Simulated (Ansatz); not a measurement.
Molecule: CH₆BN₂, net charge 0, doublet state. It need not be the lowest isomer of its formula. 
Geometry from a B3LYP-D3(BJ)/def2-TZVP (Ansatz, a quantum-chemistry and plane-wave program) optimisation:
```xyz
10

C     -0.7658    -1.3063    -0.3274
B     -0.0033    -0.0056    -0.0014
N     -0.6367     1.0067     0.7725
N      1.3261     0.1694    -0.4778
H     -1.7800    -1.4968     0.0076
H     -0.3360    -2.1128    -0.9122
H     -0.2063     1.8789     1.0254
H     -1.5731     0.9070     1.1198
H      1.7945    -0.5294    -1.0252
H      1.8859     0.9864    -0.3073
```
Charge 0, spin multiplicity 2.

Total electronic energies in hartree. Cores are frozen in the correlated levels unless marked. UHF or UKS for open shells. Spin-orbit coupling is left out. Non-relativistic unless marked X2C. CBS marks a two-point X^-3 extrapolation of the correlation energy; Hartree-Fock from the larger set.

| level | program | energy (Eh) |
|---|---|---|
| PBE0/STO-3G | Ansatz | -173.65276 |
| B2GP-PLYP-D4/def2-TZVPD | Ansatz + dftd4 | -175.99188 |
| PBE-QIDH/def2-TZVPD | Ansatz | -175.93646 |
| RPA@PBE/cc-pVTZ | Ansatz | -176.14678 |
| MP2/cc-pVTZ | Ansatz | -175.74152 |
| CCSD/6-31G | Ansatz | -175.31222 |
| CCSD/cc-pwCVTZ | Ansatz | -175.78704 |
| X2C-CCSD(T)/cc-pVTZ-DK | Ansatz | -175.88299 |
| CCSD(T)/CBS(aug-cc-pVTZ,aug-cc-pVQZ) | Ansatz | -175.8896 |

Totals of different functionals don't rank their quality; only differences between species are comparable.
